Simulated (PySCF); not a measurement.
## Computed vibrations of [YbBr2]+

[YbBr2]+ (singlet in the valence; each metal's 4f electrons, 13 of them, lie in its core potential, out of spins and levels). PySCF 2.14.0, RKS PBE0, Yb lcecp-1-SVP with ECP59, Br def2-SVP; non-relativistic Hamiltonian with scalar-relativistic core potentials where named; density fitting; no spin-orbit coupling. Central differences of gradients.

```xyz
3

Yb    0.0000    0.0000   -0.6435
Br    2.0778    0.0000    0.7091
Br   -2.0778    0.0000    0.7091
```

Run from Python with OMP_NUM_THREADS=2. Where DIIS fails, smearing, a level shift and second-order steps follow.
It took 27 s on 2 threads of Arm Neoverse V1, on a shared host.

What are the harmonic wavenumbers and infrared intensities?

Modes are labelled in C2v; negative numbers are unstable modes, those under 60 cm⁻¹ near the noise; a finer grid moves soft modes by up to 10 cm⁻¹.
| cm⁻¹ | km/mol | symmetry |
| --- | --- | --- |
| 50 | 3.0 | a1 |
| 258 | 10.8 | a1 |
| 275 | 57.0 | b2 |

Is this a minimum?

Yes, within the noise of the softest modes. Ideal gas at 298.15 K and 1 bar: S = 339.4 J/(mol K), Cp = 56.0 J/(mol K), H − H(0 K) = 14.5 kJ/mol (rigid rotor, harmonic modes, spin degeneracy alone, that of the 4f electrons in the core included; the modes under 60 cm⁻¹ make these uncertain).

An lcecp potential fixes the number of 4f electrons, so in runs with it no electron can move into or out of that shell.
